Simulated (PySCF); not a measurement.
Vertical excitations of a molecule C5H7N from TDA-M06-2X/def2-SVPD (PySCF 2.14.0), as energy in eV (oscillator strength): 4.41 (0.001), 5.21 (0.000), 6.10 (0.338), 6.54 (0.000), 7.61 (0.100), 7.68 (0.035), 7.90 (0.069), 8.10 (0.296), 8.16 (0.084), 8.23 (0.087). Lowest triplet (TDA): 3.73 eV. Geometry optimised at B3LYP-D3(BJ)/def2-SVP. The values are those of a single conformer.

### Question
Which molecule gave these data?
A. C=C=C(N)C=C
B. C#C/C=N/CC
C. CC1=CC=NC1
D. C#CC1(N)CC1

### Answer
B, C#C/C=N/CC
